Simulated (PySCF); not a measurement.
## Nuclear quadrupole coupling in `CC(C)(C)OC(=O)[SiH2]F`

C5H11FO2Si.
Z-matrix (Å and degrees, GFN2-xTB geometry), rows numbered from 1:
```
C 
C   1  1.5278
C   2  1.5275  1  111.22
C   2  1.5279  1  110.90  3   123.71
O   2  1.4562  1  109.84  3  -121.64
C   5  1.3256  2  122.79  1    61.85
O   6  1.2073  5  126.17  2    -1.98
Si  6  1.9210  5  107.12  2   177.71
F   8  1.6104  6  105.26  5   -61.16
H   1  1.0867  2  109.60  3   -63.21
H   1  1.0869  2  110.38  3    56.78
H   1  1.0883  2  110.16  3   176.98
H   3  1.0865  2  109.69  1    64.42
H   3  1.0880  2  110.01  1  -175.82
H   3  1.0868  2  110.47  1   -55.65
H   4  1.0868  2  109.95  1   177.67
H   4  1.0861  2  110.02  1   -62.14
H   4  1.0871  2  110.15  1    58.12
H   8  1.4507  6  111.68  5  -175.66
H   8  1.4529  6  110.35  5    51.58
```

Field gradients from the PBE0/pcSseg-1 density (PySCF, non-relativistic), principal values in atomic units, ordered |Vxx| ≤ |Vyy| ≤ |Vzz|:

| atom | Vxx | Vyy | Vzz |
| --- | --- | --- | --- |
| O5 | -0.6520 | -0.9817 | 1.6337 |
| O7 | 0.6100 | 1.0349 | -1.6450 |

**Question.** Find the asymmetry η = (Vxx − Vyy)/Vzz and the couplings χ = eQV/h (234.96 MHz × Q in barn × V in au), with Q(17O) = −0.0256 b.

**Answer.** 
| atom | environment | nucleus | η | χzz (MHz) | χxx (MHz) | χyy (MHz) |
| --- | --- | --- | --- | --- | --- | --- |
| O5 | oxygen singly bound to a carbonyl carbon | 17O | 0.20 | -9.83 | 3.92 | 5.90 |
| O7 | carbonyl oxygen | 17O | 0.26 | 9.89 | -3.67 | -6.23 |

**Question.** What is Vzz at O7 in SI units (1 au = 9.71736 × 10²¹ V/m²)?

**Answer.** -1.6450 au = -15.985 × 10²¹ V/m².

**Question.** And the gradient at the other heavy atoms, for which no coupling is worked out here?

**Answer.** 
| atom | environment | Vzz (au) | η |
| --- | --- | --- | --- |
| C1 | methyl carbon | 0.091 | 0.70 |
| C2 | sp3 carbon bound to oxygen | 0.500 | 0.01 |
| C3 | methyl carbon | 0.093 | 0.64 |
| C4 | methyl carbon | 0.078 | 0.22 |
| C6 | carbonyl carbon | -0.433 | 0.93 |
| Si8 | fluorine-bound silicon | 0.752 | 0.53 |
| F9 | silicon-bound fluorine | 1.317 | 0.07 |

Were the hydrogens deuterons (Q(2H) = 0.00286 b), χzz would run from 111 kHz (H20 and H19) to 213 kHz (H13, H10 and H17).

The structure is a single GFN2-xTB conformer in the gas phase; no vibrational or solvent corrections. GFN2-xTB bond lengths can be off by several hundredths of an ångström, more for odd bonds, and the gradients follow them. The small basis limits the accuracy of the gradients.
